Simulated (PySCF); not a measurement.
**Scalar relativity in Mg⁺ (magnesium, charge +1)**

[Ne] 3s1, 2S determinant; PBE calculated with PySCF 2.14 in dyall-av3z (20s13p6d4f, 117 functions), once non-relativistic with a point nucleus and once with spin-free X2C-1e and a Gaussian nucleus.

```
shell  ε non-rel. (eV)  ε X2C (eV)  rms r non-rel. (bohr, spins averaged)  rms r X2C (bohr, spins averaged)  change of radius (%)
 1s α          -1266.3     -1268.4                                 0.1520                            0.1515                 -0.28
 1s β          -1266.3     -1268.3                                 0.1520                            0.1515                 -0.28
 2s α          -88.600     -88.889                                 0.7661                            0.7643                 -0.24
 2s β          -88.444     -88.732                                 0.7661                            0.7643                 -0.24
 2p α          -55.702     -55.662                                 0.7794                            0.7792                 -0.03
 2p β          -55.532     -55.492                                 0.7794                            0.7792                 -0.03
 3s α          -11.898     -11.915                                  2.975                             2.970                 -0.15
```

The total energy goes from -199.6752 to -199.9867 hartree.

Ionisation energy, Mg⁺ [Ne] 3s1 (2S) → Mg²⁺ [Ne] (1S) (eV):

```json
{"method": "UHF", "non-relativistic": "14.724", "spin-free X2C": "14.745", "shift": "0.022"}
{"method": "LDA", "non-relativistic": "15.352", "spin-free X2C": "15.376", "shift": "0.024"}
{"method": "PBE", "non-relativistic": "15.337", "spin-free X2C": "15.360", "shift": "0.024"}
{"method": "PBE0", "non-relativistic": "15.232", "spin-free X2C": "15.255", "shift": "0.023"}
{"method": "r2SCAN", "non-relativistic": "15.020", "spin-free X2C": "15.043", "shift": "0.023"}
```

Relativity contracts and stabilises s shells directly. The contracted s shells screen the nucleus better, so for spin-averaged p shells the direct and indirect effects partly cancel.
